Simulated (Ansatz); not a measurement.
Ansatz (an electronic-structure program) input (CCSD(T)/aug-cc-pVTZ):

Ansatz 0.2 input:
```yaml
crystal:
  periodic: [false, false, false]
  atoms:
    - {symbol: C, position_ang: [-1.75773085, -0.10134345, 0.05558461]}
    - {symbol: C, position_ang: [-0.74252211, -1.22251470, 0.05791304]}
    - {symbol: C, position_ang: [0.56677545, -0.84964834, 0.00782957]}
    - {symbol: C, position_ang: [1.06008694, 0.49517278, -0.04619186]}
    - {symbol: N, position_ang: [1.44093606, 1.59274886, -0.08962976]}
    - {symbol: H, position_ang: [-1.37583168, 0.93737169, 0.01383326]}
    - {symbol: H, position_ang: [-2.44356205, -0.23660060, -0.79067201]}
    - {symbol: H, position_ang: [-2.39151303, -0.18586039, 0.94776521]}
    - {symbol: H, position_ang: [1.36469773, -1.59415053, 0.00566966]}
basis:
  gaussian:
    orbitals: aug-cc-pVTZ
total_charge: -1
magnetization: {spin_polarized: false}
correlation: {method: ccsd_t, electrons: outside_noble_gas}
```

Output:

```
Functional definition: HF
integrals: 3.40 GiB planned
1864 factors; integrals over basis functions are off by at most 9.9e-4 eV
mean field: 1.80 GiB planned
mean field evaluation 1: about -5663.3034 eV, gradient 3.2e1 eV
mean field evaluation 2: about -5663.4511 eV, gradient 3.2e1 eV
mean field evaluation 4: about -5666.6105 eV, gradient 6.1e0 eV
mean field evaluation 8: about -5666.7455 eV, gradient 5.6e-1 eV
mean field evaluation 16: about -5666.7480 eV, gradient 1.5e-6 eV
mean field -5666.74804831 eV, -208.2491497156 hartree, gradient 1.5e-6 eV, S^2 0.000000; 0 other end points of the search recorded, 0 dependent functions left out
5 core orbitals not correlated
reference -5666.74804831 eV, -208.2491497156 hartree; 13, 13 occupied and 304, 304 virtual orbitals, 1864 factors
second order -23.17476649 eV of doubles, -0.00000000 eV of singles
coupled cluster: 8.49 GiB planned
cycle   1  -22.86032569 eV  change    3.1e-1 eV  update   1.3e-1
cycle   2  -23.55255774 eV  change   -6.9e-1 eV  update   4.1e-2
cycle   3  -23.71602290 eV  change   -1.6e-1 eV  update   2.3e-2
cycle   4  -23.70497439 eV  change    1.1e-2 eV  update   8.4e-3
cycle   5  -23.70252663 eV  change    2.4e-3 eV  update   5.3e-3
cycle   6  -23.70447154 eV  change   -1.9e-3 eV  update   2.1e-3
cycle   7  -23.70381146 eV  change    6.6e-4 eV  update   1.1e-3
cycle   8  -23.70334222 eV  change    4.7e-4 eV  update   4.4e-4
cycle   9  -23.70348136 eV  change   -1.4e-4 eV  update   2.1e-4
cycle  10  -23.70354112 eV  change   -6.0e-5 eV  update   9.5e-5
cycle  11  -23.70343502 eV  change    1.1e-4 eV  update   4.8e-5
cycle  12  -23.70349125 eV  change   -5.6e-5 eV  update   2.2e-5
cycle  13  -23.70348948 eV  change    1.8e-6 eV  update   8.0e-6
perturbative correction -1.28439017 eV, -0.0472004681 hartree
Total energy: -5691.73592796 eV, -209.1674373552 hartree
```

It need not be the lowest isomer of its formula. Whether it binds its extra electron was not tested at this geometry.
